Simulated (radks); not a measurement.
All-electron atom: neutral selenium in [Ar] 3d10 4s2 4p4.

All-electron calculation, scalar-relativistic Kohn-Sham, LDA (Slater exchange, Perdew-Wang correlation), spin-unpolarised, spherical densities, point nucleus. Program: a radial shooting solver on a logarithmic mesh with Libxc functionals.

Energy parts (eV):
part                       energy
total                  -66036.303
kinetic                 67361.388
electron-nucleus      -159288.711
Hartree                 28192.533
exchange-correlation    -2301.513

Orbitals (lengths in bohr, moments of r in powers of bohr; r(max) is where P^2 peaks):
[
 {"orbital": "1s", "occ.": "2", "eigenvalue (eV)": "-12483.66", "r(max)": "0.02884", "<r^4>": "0.00001771", "<1/r>": "34.51", "<r>": "0.04414"},
 {"orbital": "2s", "occ.": "2", "eigenvalue (eV)": "-1604.706", "r(max)": "0.1647", "<r^4>": "0.003567", "<1/r>": "7.619", "<r>": "0.1962"},
 {"orbital": "2p", "occ.": "6", "eigenvalue (eV)": "-1412.917", "r(max)": "0.1317", "<r^4>": "0.002589", "<1/r>": "7.470", "<r>": "0.1713"},
 {"orbital": "3s", "occ.": "2", "eigenvalue (eV)": "-212.6650", "r(max)": "0.5028", "<r^4>": "0.2324", "<1/r>": "2.485", "<r>": "0.5752"},
 {"orbital": "3p", "occ.": "6", "eigenvalue (eV)": "-152.7025", "r(max)": "0.5004", "<r^4>": "0.2868", "<1/r>": "2.335", "<r>": "0.5904"},
 {"orbital": "3d", "occ.": "10", "eigenvalue (eV)": "-53.3874", "r(max)": "0.4512", "<r^4>": "0.5627", "<1/r>": "2.031", "<r>": "0.6311"},
 {"orbital": "4s", "occ.": "2", "eigenvalue (eV)": "-17.4832", "r(max)": "1.501", "<r^4>": "22.44", "<1/r>": "0.7428", "<r>": "1.789"},
 {"orbital": "4p", "occ.": "4", "eigenvalue (eV)": "-6.6554", "r(max)": "1.798", "<r^4>": "72.63", "<1/r>": "0.5764", "<r>": "2.297"}
]

The highest occupied level is 4p at -6.655 eV. Summed over all electrons, <r^2> = 40.89 bohr^2, which gives a Langevin (diamagnetic) susceptibility term of -32.4 x 10^-6 cm^3/mol.
